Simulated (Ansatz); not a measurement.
Basis-set extrapolation for CH$_{6}$AlNO$_{2}$Si (`N[SiH]1C[O][Al]1[OH]`) (PBE0-D4/def2-TZVP geometry, frozen core, Ansatz). Multiplicity 1, RHF reference.

```
                      def2-TZVPP   def2-QZVPP
                 HF  -776.617705  -776.645923
    MP2 correlation    -1.049554    -1.129854
CCSD(T) correlation    -1.126355      not run
```

Energies in hartree. Use E(X) = E(∞) + A·exp(−7.88·√X) for Hartree–Fock and E(X) = E(∞) + B·X^(−2.97) for correlation, with X = 3 and 4, and add CCSD(T) minus MP2 of the smaller set to the MP2 limit.

Task: What is the CCSD(T) energy at the basis-set limit?

Result: HF limit: -776.645923 + (-0.028218) × 0.13774 = -776.64981. MP2 limit: -1.129854 + (-0.080300) × 0.74074 = -1.18934. Higher-order term: -1.126355 − (-1.049554) = -0.07680. Total: -777.91595 hartree, 451.3 kJ/mol below CCSD(T)/def2-TZVPP.
